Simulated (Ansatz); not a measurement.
Mulliken charges of C2H4ClFSi (`F[Si@H]1C[C@@H]1Cl`) from r2SCAN/def2-TZVPP in Ansatz (PBE0-D4/def2-TZVP geometry).

```tsv
atom	x (Å)	y (Å)	z (Å)	charge (e)
F1	-1.708	-0.600	1.605	-0.317
Si2	-0.513	0.228	0.957	0.598
C3	0.781	-0.610	-0.022	-0.256
C4	-0.261	0.199	-0.856	-0.060
Cl5	0.340	1.583	-1.763	-0.160
H6	-0.229	1.428	1.758	-0.058
H7	0.796	-1.678	-0.218	0.081
H8	1.779	-0.179	0.005	0.084
H9	-0.897	-0.418	-1.483	0.088
```

Question: By hand: the dipole of these point charges (1 e Å = 4.8032 D).

Answer: Σ q r = (0.144, -0.053, 0.153) e Å, of length 0.217 e Å = 1.04 D.

Question: How does the dipole of the full density compare? (Best estimate.)

Answer: Computed: (0.093, -0.187, 0.157) e Å, 1.25 D; the point charges give 0.83 times that, at 33° from its direction.

Point charges leave out the atoms' own dipoles, such as those of lone pairs, and Mulliken's split depends on the basis, so the two needn't agree.
